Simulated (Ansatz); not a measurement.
Stepwise reaction of `[SH][Al]([Br])[Br]` with hydrogen, as a gas-phase model of exchange steps in deposition or etching. ΔE in kJ/mol; ΔG adds harmonic PBE0-D4 terms to CCSD(T)/CBS, at 1 bar.

Calculated with Ansatz (gas phase, PBE0-D4/def2-TZVP geometries, no zero-point term in ΔE). CBS: MP2 limit from def2 TZ/QZ plus the TZ coupled-cluster correction, frozen cores. This one scheme is used for every species. DFT in def2-TZVPP. B3LYP here is the variant with VWN-RPA as its local correlation; programs differ in this. For Br outer-core shells are correlated without core-valence functions, which leaves a few kJ/mol of doubt a bond. Scalar relativity is left out up to krypton. Each species was taken in one conformer, which may not be the lowest.

```json
{"step": "1", "reaction": "`[SH][Al]([Br])[Br]` + H₂ → `[SH][AlH][Br]` + HBr", "PBE-D4": "134.8", "B3LYP-D4": "135.5", "ωB97M-V": "135.5", "CCSD(T)/CBS": "141.0", "ΔG(400 K)": "132.9"}
```

(1) Give the row of step 2, `[SH][AlH][Br]` + H₂ → `[AlH2][SH]` + HBr. (Best estimate.)

(2) By hand: ΔE of the 2 steps together at CCSD(T)/CBS.

Answers

(1) Ansatz gave: 
```tsv
step	reaction	PBE-D4	B3LYP-D4	ωB97M-V	CCSD(T)/CBS	ΔG(400 K)
2	`[SH][AlH][Br]` + H₂ → `[AlH2][SH]` + HBr	143.6	143.4	145.0	149.1	141.1
```

(2) (141.0) + (149.1) = 290.1 kJ/mol, or 145.1 kJ/mol a step.

In ΔE each step is higher than the one before. All are uphill at CCSD(T)/CBS. ΔG lies between 132.9 and 141.1 kJ/mol a step. PBE-D4 differs from CCSD(T)/CBS by -6.2 to -5.5 kJ/mol a step. Isolated molecules leave out the surface, adducts and barriers. Largest T1 diagnostic: 0.011.
